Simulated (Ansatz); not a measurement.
Stepwise reaction of `[SiH3][GeH]([SiH3])[SiH3]` with hydrogen, as a gas-phase model of exchange steps in deposition or etching. ΔE in kJ/mol; ΔG adds harmonic PBE0-D4 terms to CCSD(T)/CBS, at 1 bar.

Isolated molecules relaxed with PBE0-D4/def2-TZVP in Ansatz; ΔE leaves out vibrations. CCSD(T)/CBS adds triple-zeta CCSD(T) − MP2 to the extrapolated MP2 energy (def2 sets, frozen cores). This one scheme is used for every species. Functionals use def2-TZVPP. B3LYP here is the variant with VWN-RPA as its local correlation; programs differ in this. For Ge outer-core shells are correlated without core-valence functions, which leaves a few kJ/mol of doubt a bond. Scalar relativity is left out up to krypton.

```csv
step,reaction,PBE-D4,B3LYP-D4,ωB97M-V,CCSD(T)/CBS,ΔG(600 K)
1,`[SiH3][GeH]([SiH3])[SiH3]` + H₂ → `[SiH3][GeH2][SiH3]` + SiH₄,17.1,6.4,3.4,9.3,8.8
2,`[SiH3][GeH2][SiH3]` + H₂ → `[SiH3][GeH3]` + SiH₄,11.7,0.7,-1.9,3.4,6.7
3,`[SiH3][GeH3]` + H₂ → GeH₄ + SiH₄,6.4,-4.9,-7.0,-2.2,5.7
```

Task: By hand: ΔE of the 3 steps together at CCSD(T)/CBS.

Result: (9.3) + (3.4) + (-2.2) = 10.5 kJ/mol, or 3.5 kJ/mol a step.

In ΔE each step is lower than the one before. ΔG lies between 5.7 and 8.8 kJ/mol a step. PBE-D4 differs from CCSD(T)/CBS by 7.8 to 8.6 kJ/mol a step. Only this route is followed, and other bonds may react first. Isolated molecules leave out the surface, adducts and barriers. Largest T1 diagnostic: 0.012.
